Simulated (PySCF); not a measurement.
## Electron correlation in Ne⁺ (neon, charge +1)

[He] 2s2 2p5, 2P determinant. Calculation: PySCF 2.14, in def2-TZVPPD; the non-relativistic Hamiltonian (point nucleus). Frozen: 1s2; 7 electrons correlated.

| level | correlation energy (mhartree) |
| --- | --- |
| CCSD | -206.15 |
| (T) | -2.33 |
| CCSD(T) | -208.48 |
| CCSDT | -208.61 |

Diagnostics: T1 = 0.0042, D1 = 0.0065, largest double amplitude 0.026.

Cost of the coupled-cluster step: about 1.6 core-seconds, for 7 correlated electrons.
